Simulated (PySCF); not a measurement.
C₄H₁₄OSi₂, charge -1, doublet, geometry from GFN2-xTB (a state made from the parent by changing its charge; the spin is typed, not shown lowest) (in this run its highest filled SCF level lies above zero, so its values depend strongly on the basis, on diffuse functions most of all). Base run: DF-PBE0/STO-3G (PySCF).

Input for PySCF:
```python
from pyscf import gto, scf, dft

mol = gto.Mole()
mol.atom = '''
    C     2.021322    1.631459    0.210560
    Si    2.051654   -0.217479    0.681373
    C     2.056062   -1.459717   -0.767550
    O    -0.140466   -0.216250    0.579332
    Si   -1.640436   -0.025141    0.239500
    C    -2.094529    1.696514   -0.477415
    C    -2.331413   -1.277475   -1.039791
    H     1.028157    1.931244   -0.110459
    H     2.284683    2.237166    1.074636
    H     2.725482    1.872596   -0.583665
    H     1.730703   -0.652974    2.041523
    H     2.366250   -2.440879   -0.415203
    H     2.738051   -1.168713   -1.564388
    H     1.060692   -1.561524   -1.190020
    H    -2.529988   -0.177212    1.434155
    H    -1.585168    1.884515   -1.420806
    H    -3.162819    1.808904   -0.654474
    H    -1.793293    2.482077    0.212640
    H    -2.172065   -2.295935   -0.692366
    H    -1.833344   -1.184612   -2.002976
    H    -3.399321   -1.152654   -1.210297
'''
mol.basis = 'sto-3g'
mol.charge = -1
mol.spin = 1
mol.verbose = 3
mol.build()

mf = dft.UKS(mol)
mf.xc = 'pbe0'
mf = mf.density_fit(auxbasis='def2-universal-jkfit')
mf.kernel()
```

Each row names what was changed in the base input (with any setting that the change needs).

```json
[
 {"change": "base", "basis functions": "57", "E (Eh)": "-804.75582", "HOMO (eV)": "5.75", "core-seconds (rough)": "20"},
 {"change": "basis = LANL2DZ", "basis functions": "89", "E (Eh)": "-243.54809", "HOMO (eV)": "1.39", "core-seconds (rough)": "30"},
 {"change": "basis = 6-31G", "basis functions": "99", "E (Eh)": "-814.39964", "HOMO (eV)": "1.38", "core-seconds (rough)": "30"},
 {"change": "basis = pcseg-0", "basis functions": "99", "E (Eh)": "-813.24181", "HOMO (eV)": "1.21", "core-seconds (rough)": "40"},
 {"change": "basis = def2-SV(P)", "basis functions": "134", "E (Eh)": "-814.18640", "HOMO (eV)": "1.19", "core-seconds (rough)": "50"},
 {"change": "basis = 6-31G*", "basis functions": "134", "E (Eh)": "-814.53053", "HOMO (eV)": "1.24", "core-seconds (rough)": "40"},
 {"change": "basis = 6-31+G*", "basis functions": "162", "E (Eh)": "-814.55791", "HOMO (eV)": "0.65", "core-seconds (rough)": "60"},
 {"change": "basis = cc-pVDZ", "basis functions": "176", "E (Eh)": "-814.56982", "HOMO (eV)": "1.22", "core-seconds (rough)": "60"},
 {"change": "basis = def2-SVP", "basis functions": "176", "E (Eh)": "-814.22189", "HOMO (eV)": "1.19", "core-seconds (rough)": "50"},
 {"change": "basis = pcseg-1", "basis functions": "176", "E (Eh)": "-814.51419", "HOMO (eV)": "0.93", "core-seconds (rough)": "60"},
 {"change": "basis = pc-1", "basis functions": "176", "E (Eh)": "-814.54117", "HOMO (eV)": "1.04", "core-seconds (rough)": "60"},
 {"change": "basis = 6-31G**", "basis functions": "176", "E (Eh)": "-814.55192", "HOMO (eV)": "1.23", "core-seconds (rough)": "50"},
 {"change": "basis = cc-pV(D+d)Z", "basis functions": "186", "E (Eh)": "-814.59316", "HOMO (eV)": "1.19", "core-seconds (rough)": "60"}
]
```

Totals compare only among sets that treat the same electrons; sets with core potentials leave the core out.

Open shells are given as the SCF converged; they aren't shown to be the lowest states, and a large step between rows can be another state.
